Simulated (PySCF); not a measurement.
Curvature of the energy in the electron number along the third row, charge +1

Calculated with PySCF 2.14, in jorge-DZP-DKH, spin-free X2C: one orbital is emptied in steps, and each cell gives the departure of E from the straight line at half an electron, in eV (from a cubic fit). The exact functional gives zero.

```csv
species,orbital,LDA,PBE,r2SCAN,PBE0,BHandHLYP,LC-wPBE,UHF
Al⁺,3s beta,-1.00,-1.00,-0.82,-0.73,-0.55,-0.10,0.05
Si⁺,3p alpha,-1.08,-1.05,-0.96,-0.77,-0.50,-0.10,0.08
P⁺,3p alpha,-1.23,-1.20,-1.11,-0.86,-0.55,-0.16,0.13
Cl⁺,3p beta,-1.42,-1.37,-1.25,-0.97,-0.62,-0.24,0.23
Ar⁺,3p beta,-1.57,-1.52,-1.40,-1.07,-0.65,-0.33,0.28
```

Estimate the missing row, S⁺.

The calculation gives LDA -1.39; PBE -1.35; r2SCAN -1.23; PBE0 -0.97; BHandHLYP -0.60; LC-wPBE -0.24; UHF 0.18.

How does the mean departure depend on the functional?

LDA -1.28 eV; PBE -1.25 eV; r2SCAN -1.13 eV; PBE0 -0.90 eV; BHandHLYP -0.58 eV; LC-wPBE -0.20 eV; UHF 0.16 eV. Semilocal functionals are convex (delocalisation error), Hartree-Fock is concave or straight, and exact exchange removes curvature roughly in proportion to its share, so among the functionals the range-separated hybrids usually come closest to zero.
